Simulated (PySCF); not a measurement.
Isomers of C2H11O2Si3 (doublet state), one GFN2-xTB conformer each. Single-point energies are computed at B3LYP/pcH-1 (PySCF, gas phase, no added dispersion term), electronic only. GFN2-xTB treats the open shell by occupation alone, and not every SCF solution was tested for stability.

| SMILES | GFN2-xTB relative energy (kcal/mol) |
| --- | --- |
| CCO[Si]([SiH3])O[SiH3] | 0.0 |
| [CH2]CO[Si@@H]([SiH3])O[SiH3] | 25.6 |
| CCO[Si@@H]([SiH3])O[SiH2] | 10.5 |
| C[CH]O[Si@@H]([SiH3])O[SiH3] | 12.4 |

Conformers: `[CH3:1][CH2:2][O:3][Si:4]([SiH3:5])[O:6][SiH3:7]` (doublet state) with C1–C2–O3–Si4 71°, C2–O3–Si4–Si5 150°, O3–Si4–O6–Si7 12°; `[CH2:1][CH2:2][O:3][Si@@H:4]([SiH3:5])[O:6][SiH3:7]` (doublet state) with H–C1–C2–O3 178° and -3°, C1–C2–O3–Si4 152°, C2–O3–Si4–Si5 -163°, O3–Si4–O6–Si7 -55°; `[CH3:1][CH2:2][O:3][Si@@H:4]([SiH3:5])[O:6][SiH2:7]` (doublet state) with C1–C2–O3–Si4 -87°, C2–O3–Si4–Si5 63°, O3–Si4–O6–Si7 -154°, Si4–O6–Si7–H -60° and 65°; `[CH3:1][CH:2][O:3][Si@@H:4]([SiH3:5])[O:6][SiH3:7]` (doublet state) with C1–C2–O3–Si4 -3°, C2–O3–Si4–Si5 58°, O3–Si4–O6–Si7 -106°.

Task: What does B3LYP/pcH-1 give for the same structures?

Result: 
```
                       SMILES  B3LYP/pcH-1 E (Eh)  B3LYP/pcH-1 (kcal/mol)  GFN2-xTB (kcal/mol)  point group
       CCO[Si]([SiH3])O[SiH3]         -1101.87145                     0.0                  0.0           C1
    CCO[Si@@H]([SiH3])O[SiH2]         -1101.86215                     5.8                 10.5           C1
 C[CH]O[Si@@H]([SiH3])O[SiH3]         -1101.85532                    10.1                 12.4           C1
[CH2]CO[Si@@H]([SiH3])O[SiH3]         -1101.84514                    16.5                 25.6           C1
```

Both levels put the same isomer lowest; measured from each level's own lowest isomer, the values differ by up to 9.1 kcal/mol ([CH2]CO[Si@@H]([SiH3])O[SiH3]: 25.6 against 16.5). Neighbours under 5.0 kcal/mol apart (CCO[Si@@H]([SiH3])O[SiH2] and C[CH]O[Si@@H]([SiH3])O[SiH3]) can change places with a better method, another conformer or zero-point energy.
